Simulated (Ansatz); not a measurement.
Reaction (ligand exchange at the Si–N bond): `FCN[SiH2]Cl` + `CCS` → `CCS[SiH2]Cl` + `NCF`

Computed with Ansatz on PBE0-D4/def2-TZVP structures; ΔE is electronic, products minus reactants. CBS: MP2 limit from def2 TZ/QZ plus the TZ coupled-cluster correction, frozen cores. Functionals use def2-TZVPP. One conformer a species, not always the lowest.

`FCN[SiH2]Cl`:

Z-matrix (Å, degrees):
```
C
N 1 1.409
F 1 1.392 2 111.7
H 1 1.093 2 110.4 3 118.6
H 1 1.093 2 111.9 3 -118.7
Si 2 1.709 1 125.3 3 -100.3
H 2 1.008 1 114.8 3 79.5
Cl 6 2.064 2 113.0 1 -91.8
H 6 1.478 2 109.0 1 150.4
H 6 1.477 2 108.2 1 25.7
```

`CCS`:

```xyz
9

C     0.897   -0.089   -0.340
C    -0.603    0.114   -0.307
S    -1.238    0.689    1.291
H     1.421    0.828   -0.065
H     1.222   -0.388   -1.341
H     1.202   -0.872    0.358
H    -0.905    0.895   -1.008
H    -1.136   -0.794   -0.596
H    -0.860   -0.383    2.007
```

`CCS[SiH2]Cl`:

Z-matrix (Å, degrees):
```
C
C 1 1.513
H 1 1.092 2 111.5
H 1 1.094 2 110.0 3 -119.6
H 1 1.091 2 111.0 3 120.4
S 2 1.829 1 114.0 3 -63.5
H 2 1.092 1 111.1 3 179.5
H 2 1.092 1 112.0 3 59.9
Si 6 2.107 2 101.3 1 76.6
Cl 9 2.062 6 111.8 2 59.8
H 9 1.479 6 106.0 2 178.8
H 9 1.481 6 113.3 2 -58.8
```

`NCF`:

Cartesian coordinates in Å:
```
N -0.294 -0.841 0.068
C 0.386 0.370 -0.128
F -0.366 1.504 0.223
H -0.531 -1.005 1.036
H -1.124 -0.921 -0.504
H 1.286 0.401 0.488
H 0.643 0.492 -1.182
```

| level | ΔE (eV) |
| --- | --- |
| ωB97X-V | -0.10 |
| CCSD/CBS(def2) | -0.08 |

**Question.** What does CCSD(T)/CBS give? (Estimate.)

**Answer.** The calculation gave: -0.11 eV. The listed levels differ from it by 0.01, 0.03 eV.

Largest T1 diagnostic among the species: 0.011.

From PBE to PBE0 (25 % exact exchange), in def2-TZVPP and without D4, ΔE moves by +0.03 eV. In def2-TZVPP, CCSD(T) changes the Hartree–Fock value by −0.12 eV (the triples alone add −0.03 eV) and MP2 by −0.16 eV. The D4 term adds −0.06 eV with B3LYP and −0.03 eV with PBE0; it sums over pairs of atoms, weighted by their polarisabilities, and B3LYP, whose exchange is more repulsive, gets the larger term.

B3LYP here is the variant with VWN-RPA as its local correlation; programs differ in this.
